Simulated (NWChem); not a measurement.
The numbers come from NWChem runs, not from measurements. System: BeCl₂, charge 0, spin multiplicity 1, at a geometry optimised with PBE/def2-SVP. The structure started from a generated list of species. Level: RHF/STO-3G.

Job file:

```
start mol
memory heap 200 mb stack 900 mb global 1100 mb
geometry units angstroms nocenter noautoz
  Be     0.000000     0.000000     0.000000
  Cl     0.000000     0.000000     1.814446
  Cl     0.000000     0.000000    -1.814446
  symmetry group D2h
end
basis spherical
  * library sto-3g
end
scf
  rhf
  nopen 0
  maxiter 100
  thresh 1e-7
  semidirect memsize 60000000 filesize 0
end
task scf energy
```

Output (cleaned and shortened):

```
             Northwest Computational Chemistry Package (NWChem) 7.3.0
             --------------------------------------------------------

                                NWChem Input Module
                                -------------------

 Scaling coordinates for geometry "geometry" by  1.889725989
 (inverse scale =  0.529177249)

 Turning off AUTOSYM since
 SYMMETRY directive was detected!

                             Geometry "geometry" -> ""
                             -------------------------

 Output coordinates in angstroms (scale by  1.889725989 to convert to a.u.)

  No.       Tag          Charge          X              Y              Z
 ---- ---------------- ---------- -------------- -------------- --------------
    1 Be                   4.0000     0.00000000     0.00000000     0.00000000
    2 Cl                  17.0000     0.00000000     0.00000000     1.81444600
    3 Cl                  17.0000     0.00000000     0.00000000    -1.81444600

 Effective nuclear repulsion energy (a.u.)      81.8069087448

            Nuclear Dipole moment (a.u.)
            ----------------------------
        X                 Y               Z
 ---------------- ---------------- ----------------
     0.0000000000     0.0000000000     0.0000000000

      Symmetry information
      --------------------

 Group name             D2h
 Group number             26
 Group order               8
 No. of unique centers     2

      Symmetry unique atoms

     1    2


 Summary of "ao basis" -> "" (spherical)
 ------------------------------------------------------------------------------
       Tag                 Description            Shells   Functions and Types
 ---------------- ------------------------------  ------  ---------------------
 *                           sto-3g                   on all atoms

 Summary of "ao basis" -> "ao basis" (spherical)
 ------------------------------------------------------------------------------
       Tag                 Description            Shells   Functions and Types
 ---------------- ------------------------------  ------  ---------------------
[...]
    13      0.652538  2 Cl py                22      0.652538  3 Cl py
     4      0.256586  1 Be py                 9     -0.178890  2 Cl py
    18     -0.178890  3 Cl py

 Vector   18  Occ=2.000000D+00  E=-4.148907D-01  Symmetry=b2g
              MO Center= -7.2D-29,  9.4D-50, -3.9D-16, r^2= 4.2D+00
   Bfn.  Coefficient  Atom+Function         Bfn.  Coefficient  Atom+Function
  ----- ------------  ---------------      ----- ------------  ---------------
    12      0.726924  2 Cl px                21     -0.726924  3 Cl px
     8     -0.196076  2 Cl px                17      0.196076  3 Cl px

 Vector   19  Occ=2.000000D+00  E=-4.148907D-01  Symmetry=b3g
              MO Center= -1.3D-50,  1.6D-29,  2.4D-16, r^2= 4.2D+00
   Bfn.  Coefficient  Atom+Function         Bfn.  Coefficient  Atom+Function
  ----- ------------  ---------------      ----- ------------  ---------------
    13      0.726924  2 Cl py                22     -0.726924  3 Cl py
     9     -0.196076  2 Cl py                18      0.196076  3 Cl py

 Vector   20  Occ=0.000000D+00  E= 2.032647D-01  Symmetry=b3u
              MO Center=  2.3D-19,  2.7D-49,  1.2D-16, r^2= 2.0D+00
   Bfn.  Coefficient  Atom+Function         Bfn.  Coefficient  Atom+Function
  ----- ------------  ---------------      ----- ------------  ---------------
     3      1.007846  1 Be px                12     -0.379966  2 Cl px
    21     -0.379966  3 Cl px

 Vector   21  Occ=0.000000D+00  E= 2.032647D-01  Symmetry=b2u
              MO Center= -2.3D-47, -7.7D-16, -5.2D-17, r^2= 2.0D+00
   Bfn.  Coefficient  Atom+Function         Bfn.  Coefficient  Atom+Function
  ----- ------------  ---------------      ----- ------------  ---------------
     4      1.007846  1 Be py                13     -0.379966  2 Cl py
    22     -0.379966  3 Cl py

 Vector   22  Occ=0.000000D+00  E= 2.596895D-01  Symmetry=ag
              MO Center= -5.0D-20,  7.5D-16,  1.9D-16, r^2= 2.3D+00
   Bfn.  Coefficient  Atom+Function         Bfn.  Coefficient  Atom+Function
  ----- ------------  ---------------      ----- ------------  ---------------
     2      1.275101  1 Be s                 14      0.595268  2 Cl pz
    23     -0.595268  3 Cl pz                11     -0.435340  2 Cl s
    20     -0.435340  3 Cl s                  1     -0.258559  1 Be s

 center of mass
 --------------
 x =   0.00000000 y =   0.00000000 z =   0.00000000

 moments of inertia (a.u.)
 ------------------
         822.237183335282           0.000000000000           0.000000000000
           0.000000000000         822.237183335282           0.000000000000
           0.000000000000           0.000000000000           0.000000000000

  Mulliken analysis of the total density
  --------------------------------------

    Atom       Charge   Shell Charges
 -----------   ------   -------------------------------------------------------
    1 Be   4     3.51   1.99  0.54  0.98
    2 Cl  17    17.24   2.00  2.00  5.99  1.99  5.27
    3 Cl  17    17.24   2.00  2.00  5.99  1.99  5.27

       Multipole analysis of the density wrt the origin
       ------------------------------------------------

     L   x y z        total         open         nuclear
     -   - - -        -----         ----         -------
     0   0 0 0     -0.000000      0.000000     38.000000

     1   1 0 0      0.000000      0.000000      0.000000
     1   0 1 0     -0.000000      0.000000      0.000000
     1   0 0 1      0.000000      0.000000      0.000000

     2   2 0 0    -20.246727      0.000000      0.000000
     2   1 1 0      0.000000      0.000000      0.000000
     2   1 0 1     -0.000000      0.000000      0.000000
     2   0 2 0    -20.246727      0.000000      0.000000
     2   0 1 1     -0.000000      0.000000      0.000000
     2   0 0 2    -27.116158      0.000000    399.728104

 Task  times  cpu:        0.1s     wall:        0.1s

 Total times  cpu:        0.1s     wall:        0.1s
```
